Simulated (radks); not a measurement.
Results of a calculation; reference values are marked as such.
Species: Tb. Configuration: [Xe] 4f9 6p2 (not the ground configuration). Level of theory: Dirac Kohn-Sham, PBE, spin-unpolarised, spherical densities, finite nucleus; open shells fill j = l - 1/2 first; Fermi nuclear charge, rms radius 5.06 fm (a radial shooting solver on a logarithmic mesh with Libxc functionals).

Unscreened Slater integrals over Kohn-Sham orbitals (hartree). Large and small components are both included. Empty in this configuration: 6p3/2.

F0(6p1/2,6p1/2): 0.17190
F0(6p1/2,4f7/2): 0.22570
G4(6p1/2,4f7/2): 0.0052431
F0(6p1/2,4f5/2): 0.22589
G2(6p1/2,4f5/2): 0.0057652
F0(6p1/2,5p3/2): 0.21973
G2(6p1/2,5p3/2): 0.0091782
F0(6p1/2,6p3/2): 0.16697
G2(6p1/2,6p3/2): 0.089538
F0(4f7/2,4f7/2): 1.0425
F2(4f7/2,4f7/2): 0.47742
F4(4f7/2,4f7/2): 0.29627
F6(4f7/2,4f7/2): 0.21225
F0(4f7/2,4f5/2): 1.0524
F2(4f7/2,4f5/2): 0.48271
F4(4f7/2,4f5/2): 0.29968
G2(4f7/2,4f5/2): 0.48164
G4(4f7/2,4f5/2): 0.29905
G6(4f7/2,4f5/2): 0.21429
F0(4f7/2,5p3/2): 0.66983
F2(4f7/2,5p3/2): 0.23162
G2(4f7/2,5p3/2): 0.12990
G4(4f7/2,5p3/2): 0.097552
F0(4f7/2,6p3/2): 0.21348
F2(4f7/2,6p3/2): 0.020304
G2(4f7/2,6p3/2): 0.0052760
G4(4f7/2,6p3/2): 0.0046141
F0(4f5/2,4f5/2): 1.0626
F2(4f5/2,4f5/2): 0.48818
F4(4f5/2,4f5/2): 0.30322
F0(4f5/2,5p3/2): 0.67283
F2(4f5/2,5p3/2): 0.23006
G2(4f5/2,5p3/2): 0.12676
G4(4f5/2,5p3/2): 0.095600
F0(4f5/2,6p3/2): 0.21364
F2(4f5/2,6p3/2): 0.019786
G2(4f5/2,6p3/2): 0.0050662
G4(4f5/2,6p3/2): 0.0044464
F0(5p3/2,5p3/2): 0.56352
F2(5p3/2,5p3/2): 0.30227
F0(5p3/2,6p3/2): 0.20814
F2(5p3/2,6p3/2): 0.037386
G0(5p3/2,6p3/2): 0.0065919
G2(5p3/2,6p3/2): 0.0085815
F0(6p3/2,6p3/2): 0.16256
F2(6p3/2,6p3/2): 0.088033
